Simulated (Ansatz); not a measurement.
Relaxation of C₂H₈N₂OSi (14 atoms, charge 0, multiplicity 1), to a largest force component of 0.015 eV/Å in at most 40 steps.

The calculation used RKS B3LYP/6-31G in Ansatz.

```xyz
14
Properties=species:S:1:pos:R:3
C -0.521 -2.138 -0.218
N 0.392 -1.282 0.000
C 0.110 0.117 -0.363
N 1.494 0.665 -0.769
O -0.683 0.309 -1.492
Si -0.464 1.051 1.285
H -0.418 -3.160 0.008
H -1.508 -1.784 -0.660
H 2.110 0.369 -0.033
H 1.390 1.671 -0.715
H -0.042 0.243 -2.172
H 0.579 0.903 2.380
H -0.663 2.521 0.999
H -1.788 0.487 1.781
```

Where does it end, and by what steps?

The run converged. Limits of this set-up: no polarisation functions. After 13 steps the energy has fallen by 0.645 eV; H9 moved furthest, 0.51 Å.

| step | energy less start (eV) | largest force component (eV/Å) | accepted |
| --- | --- | --- | --- |
| 0 | 0.0000 | 2.511 | yes |
| 1 | -0.4149 | 1.358 | yes |
| 2 | -0.4642 | 1.162 | yes |
| 3 | -0.5811 | 0.789 | yes |
| 4 | -0.6172 | 0.619 | yes |
| 5 | -0.6330 | 0.376 | yes |
| 6 | -0.6395 | 0.143 | yes |
| 7 | -0.6436 | 0.053 | yes |
| 8 | -0.6443 | 0.030 | yes |
| 9 | -0.6434 | 0.084 | no |
| 10 | -0.6446 | 0.032 | yes |
| 11 | -0.6449 | 0.022 | yes |
| 12 | -0.6448 | 0.032 | no |
| 13 | -0.6449 | 0.006 | yes |

```xyz
14
Properties=species:S:1:pos:R:3
C -0.428 -2.143 -0.257
N 0.388 -1.242 0.148
C 0.180 0.161 -0.230
N 1.451 0.644 -0.707
O -0.834 0.376 -1.261
Si -0.548 1.111 1.323
H -0.262 -3.172 0.050
H -1.288 -1.926 -0.895
H 2.249 0.085 -0.437
H 1.597 1.644 -0.710
H -0.377 0.308 -2.131
H 0.340 0.888 2.512
H -0.538 2.575 0.986
H -1.942 0.660 1.637
```

Whether the end is a true minimum wasn't checked by a vibrational analysis.

The run took 79 s on 1 thread of Arm Neoverse V2, with other jobs on the host, peak memory 0.18 GiB.
